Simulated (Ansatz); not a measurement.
Calculated with Ansatz (gas phase, PBE0-D4/def2-TZVP geometries, no zero-point term in ΔE). CCSD(T)/CBS adds triple-zeta CCSD(T) − MP2 to the extrapolated MP2 energy (def2 sets, frozen cores). This one scheme is used for every species. Each species was taken in one conformer, which may not be the lowest.

Reaction (formal hydrolysis of a C–Si bond): `NC([SiH3])N[SiH3]` + H₂O → `NC(O)N[SiH3]` + SiH₄

```json
{"species": "`NC([SiH3])N[SiH3]`", "MP2/CBS(def2) energy (Eh)": "-731.52578"}
{"species": "H₂O", "MP2/CBS(def2) energy (Eh)": "-76.36589"}
{"species": "`NC(O)N[SiH3]`", "MP2/CBS(def2) energy (Eh)": "-516.45537"}
{"species": "SiH₄", "MP2/CBS(def2) energy (Eh)": "-291.42938"}
```

Task: Work out ΔE.

Result: ΔE = (-516.45537) + (-291.42938) − (-731.52578) − (-76.36589) = 0.00692 Eh = +18.2 kJ/mol. CCSD(T)/CBS gives +11.3 kJ/mol.

Largest T1 diagnostic among the species: 0.011.

In def2-TZVPP, CCSD(T) changes the Hartree–Fock value by +25.5 kJ/mol (the triples alone add +2.6 kJ/mol) and MP2 by +32.3 kJ/mol. The D4 term adds +11.7 kJ/mol with B3LYP and +6.5 kJ/mol with PBE0; it sums over pairs of atoms, weighted by their polarisabilities, and B3LYP, whose exchange is more repulsive, gets the larger term.

B3LYP here is the variant with VWN-RPA as its local correlation; programs differ in this.
